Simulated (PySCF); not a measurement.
# What a mistake does to a calculation on AlBGeH4N cation

These are calculations, not measurements. They come from PySCF 2.14.0, an open-source quantum chemistry program, on an isolated molecule that a program drew, which may never have been made. The molecule is AlBGeH4N cation (charge +1, singlet), drawn as the SMILES string `[BH+][AlH][GeH]=[NH]`.

Each row is a Hartree-Fock (HF) and frozen-core CCSD(T) single point in the cc-pV(D+d)Z basis, meant for a local HF minimum. Run 1 is clean. Each other run has one planted mistake out of seven kinds, and not every kind appears here: one electron removed, one electron added, multiplicity raised by two, geometry at a saddle point, minimal basis STO-3G, one bond length entered in bohr, all coordinates scaled. The reference is restricted for singlets and unrestricted otherwise, and also for a bond in bohr. Adding or removing an electron swaps singlet and doublet. Electrons count all cores. HOMO and LUMO are orbital energies over both spins, the gradient is its largest component, and the lowest frequency (negative if imaginary) is given only where the gradient is small. Bond lengths are over the 7 bonds as drawn. T1 is the CCSD diagnostic: over 0.02 (restricted) or 0.045 (unrestricted) a single reference is doubtful. Germanium has the cc-pVDZ-PP basis, with a core potential (ECP10MDF) in place of its 10 inner electrons, and its 3s, 3p and 3d shells are frozen in CCSD(T).

Geometry of the clean run:
```xyz
8
AlBGeH4N cation, angstrom
B    -1.4523   -0.7564   -1.8487
Al    0.0418    0.3879   -0.5658
Ge    1.2751   -1.1791    0.9369
N     0.9489   -2.8309    0.9043
H    -2.2325   -1.3496   -2.5197
H    -0.0907    1.8899   -0.9632
H     2.3240   -0.6388    1.8842
H     0.2425   -3.1487    0.2582
```

| run | electrons | basis functions | <S^2> | HOMO (eV) | LUMO (eV) | gradient (hartree/bohr) | lowest frequency (cm^-1) | mean bond (Å) | longest bond (Å) | T1 | HF (hartree) | CCSD(T) (hartree) | mistake |
|---|---|---|---|---|---|---|---|---|---|---|---|---|---|
| 1 | 60 | 94 | 0.000 | -13.48 | -5.98 | 7.8e-06 | 30 | 1.6753 | 2.497 | 0.0252 | -616.35514 | -616.79464 | no fault |
| 2 | 60 | 94 | 2.066 | -11.43 | -5.06 | 5.3e-02 | - | 1.6753 | 2.497 | 0.0422 | -616.34258 | -616.74896 | multiplicity raised by two |
| 3 | 60 | 94 | 0.000 | -13.83 | -6.12 | 4.2e-02 | - | 1.6184 | 2.412 | 0.0241 | -616.34606 | -616.77861 | ? |
| 4 | 61 | 94 | 1.288 | -7.73 | 0.48 | 6.9e-02 | - | 1.6753 | 2.497 | 0.0682 | -616.61535 | -617.05419 | ? |

**Which mistake was planted in run 3, and what did it cost?**

The mean and the longest bond both change by the same factor, 0.966, and the gradient is no longer small. So the mistake is: all coordinates scaled. Subtracting run 1 and multiplying by 627.51 kcal/mol a hartree, the energy moved by 5.7 kcal/mol in HF and 10.1 kcal/mol in CCSD(T).

**Which mistake was planted in run 4, and what did it cost?**

It counts 61 electrons, one more than the clean run, at the same geometry and basis. So the mistake is: one electron added. Subtracting run 1 and multiplying by 627.51 kcal/mol a hartree, the energy moved by -163.3 kcal/mol in HF and -162.9 kcal/mol in CCSD(T).

Cautions from the logs. Run 1: T1 is over the limit, so its CCSD(T) energy is less reliable; run 3: T1 is over the limit, so its CCSD(T) energy is less reliable; run 4: T1 is over the limit, so its CCSD(T) energy is less reliable.
